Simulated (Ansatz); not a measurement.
Cost and result for the atomization energy of CH₇GeNSi (`N=[C]([SiH3])[GeH3]`) (11 atoms, 10 bonds).

Z-matrix (Å, degrees):
```
Si
C 1 1.894
H 1 1.482 2 110.6
H 1 1.488 2 108.5 3 -121.7
H 1 1.488 2 108.5 3 121.7
Ge 2 1.986 1 120.4 3 179.2
N 2 1.273 1 117.2 3 -0.8
H 6 1.538 2 110.7 1 -61.2
H 6 1.540 2 106.2 1 179.2
H 6 1.538 2 110.8 1 59.4
H 7 1.025 2 112.5 1 -179.9
```

Total charge 0; spin multiplicity 1. Correlated methods include outer-core shells of Ge, which these sets cover unevenly. Scalar relativity is left out up to krypton. All single points use the PBE0-D4/def2-TZVP geometry. It is one conformer, not always the lowest. Program: Ansatz. All runs use 4 threads of an Intel Xeon Platinum 8259CL on a shared host. Times are those of one run each, without the atoms' runs, and a repeat can differ threefold. Electronic energies, without spin–orbit coupling; frozen cores. CCSD(T)/CBS adds CCSD(T) − MP2 in def2-TZVPP to the MP2 limit, and its time is that of the two runs behind it. T1 = 0.013; the RHF reference is unstable towards UHF. With those shells the extrapolation isn't a true limit. B3LYP takes the VWN-RPA correlation (the form of Gaussian; ORCA's B3LYP/G).

CCSD(T)/CBS is a level of theory with its own doubt, some kJ/mol a heavy atom from the limit and from the frozen cores, so smaller differences don't rank the functionals.

```
                             level  functions  wall time  atomization (kJ/mol)  difference from CCSD(T)/CBS  per bond
   PBE-D4/def2-TZVPP (with forces)        250      2.9 s                3481.7                         21.6       2.2
                PBE0-D4/def2-TZVPP        250      3.7 s                3426.5                        -33.6      -3.4
r2SCAN-D4/def2-TZVPP (with forces)        250      5.5 s                3444.9                        -15.2      -1.5
 B3LYP-D4/def2-TZVPP (with forces)        250      6.5 s                3458.1                         -2.0      -0.2
                 B2PLYP/def2-TZVPP        250      7.5 s                3409.8                        -50.3      -5.0
                ωB97X-V/def2-TZVPP        250      9.5 s                3478.7                         18.6       1.9
  ωB97M-V/def2-TZVPP (with forces)        250       13 s                3450.9                         -9.2      -0.9
                    MP2/def2-QZVPP        483       29 s                3420.0                        -40.1      -4.0
                CCSD(T)/def2-TZVPP        250      120 s                3372.9                        -87.2      -8.7
                 CCSD(T)/CBS(def2)          –    2.4 min                3460.1                          0.0       0.0
```

In def2-TZVPP, CCSD(T) changes the Hartree–Fock value by +934.6 kJ/mol (the triples alone add +52.4 kJ/mol) and MP2 by +930.0 kJ/mol; breaking electron pairs costs correlation energy, which Hartree–Fock lacks. The D4 term adds +38.3 kJ/mol with B3LYP and +20.1 kJ/mol with PBE0; it sums over pairs of atoms, weighted by their polarisabilities, and B3LYP, whose exchange is more repulsive, gets the larger term. From PBE to PBE0 (25 % exact exchange), in def2-TZVPP and without D4, the atomization energy moves by −51.6 kJ/mol: exact exchange takes away binding that semilocal exchange gives to molecules.
